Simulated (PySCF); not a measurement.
hydrogen telluride (H₂Te), SMILES [TeH2]. Coordinates come from a PBE0-D3(BJ)/def2-TZVPD optimisation. The def2 effective core potentials stand for the cores of Te; spin–orbit coupling is left out.

These are PBE0-D3(BJ)/def2-TZVPD (PySCF 2.14.0) values and carry that method's errors.

Harmonic wavenumbers (cm⁻¹): 888, 2165, 2173. Rotational constants (GHz): 187.0, 181.7, 92.15; symmetry number 2.

Work out the zero-point energy and the ideal-gas rigid-rotor harmonic-oscillator thermochemistry at 298.15 K and 1 atm.

ZPE = ½ Σ hcν = ½ × 5226 cm⁻¹ = 31.26 kJ/mol. H − E(el) = 41.32 kJ/mol. Entropy in J/(mol K): translation 169.42, rotation 58.22, vibration 0.62, total 228.25. G − E(el) = -26.73 kJ/mol. Cp = 35.47 J/(mol K).
